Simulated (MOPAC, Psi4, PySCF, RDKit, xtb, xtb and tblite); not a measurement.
Two geometries of SMILES c1(ccccc1)[SiH2]B(O)O (C₆H₉BO₂Si), singlet, relaxed at GFN2-xTB with one dihedral held; other torsions can differ between them too.

Structure A

```
19

O      4.0820    -0.2490     0.0360
B      2.8083     0.1507     0.2341
O      2.6483     1.4183     0.7157
Si     1.3575    -1.1245    -0.1865
C      0.9098    -2.1915     1.3192
C     -0.3476    -2.7741     1.4470
C     -0.6654    -3.5666     2.5350
C      0.2770    -3.7955     3.5239
C      1.5349    -3.2273     3.4153
C      1.8426    -2.4340     2.3243
H      4.7509     0.4042     0.2561
H      1.7579     1.7277     0.8683
H      1.6379    -2.0614    -1.2879
H      0.0880    -0.4548    -0.5651
H     -1.0850    -2.5993     0.6773
H     -1.6487    -4.0085     2.6142
H      0.0321    -4.4140     4.3755
H      2.2754    -3.4030     4.1831
H      2.8282    -1.9943     2.2468
```

Structure B

```
19

O      4.0901    -0.1936     0.0218
B      2.8093     0.1802     0.2280
O      2.6261     1.4528     0.6868
Si     1.3772    -1.1204    -0.1791
C      1.5107    -2.7170     0.8329
C      0.3897    -3.4918     1.1160
C      0.4938    -4.6682     1.8356
C      1.7310    -5.0963     2.2878
C      2.8587    -4.3407     2.0148
C      2.7455    -3.1640     1.2959
H      4.7450     0.4801     0.2208
H      1.7308     1.7439     0.8465
H      1.3140    -1.5355    -1.5944
H      0.0219    -0.5812     0.0999
H     -0.5771    -3.1625     0.7639
H     -0.3897    -5.2549     2.0447
H      1.8157    -6.0151     2.8504
H      3.8272    -4.6701     2.3645
H      3.6299    -2.5789     1.0855
```

Problem. Which is lower in energy at the level PBE0-D3(BJ)/def2-SVP // GFN2-xTB run with Psi4 1.11, and by how much?

Solution. B is lower, by 3.07 kJ/mol (dihedral O1–B2–Si4–C5: 90° in A, 60° in B).

E(B) − E(A) in kJ/mol at the other levels, on the same two geometries: GFN2-xTB (xtb and tblite) -0.49; PBE0/def2-SVP // GFN2-xTB (Psi4) -3.09; PBE/def2-SVP // GFN2-xTB (Psi4) -2.97; PBE-D3(BJ)/def2-SVP // GFN2-xTB (Psi4) -3.00; UFF // GFN2-xTB (RDKit) -3.13; PM3, restricted, heats of formation // GFN2-xTB (MOPAC) -0.46; PM6, restricted, heats of formation // GFN2-xTB (MOPAC) -1.14; GFN1-xTB // GFN2-xTB (xtb) -1.47; restricted B3LYP/6-31G*, spherical d, density fitting // GFN2-xTB (PySCF) -3.16; restricted Hartree-Fock/6-31G*, spherical d, density fitting // GFN2-xTB (PySCF) -2.86; restricted Hartree-Fock/3-21G, density fitting // GFN2-xTB (PySCF) -6.16; restricted BP86/6-31G*, spherical d, density fitting // GFN2-xTB (PySCF) -2.73.
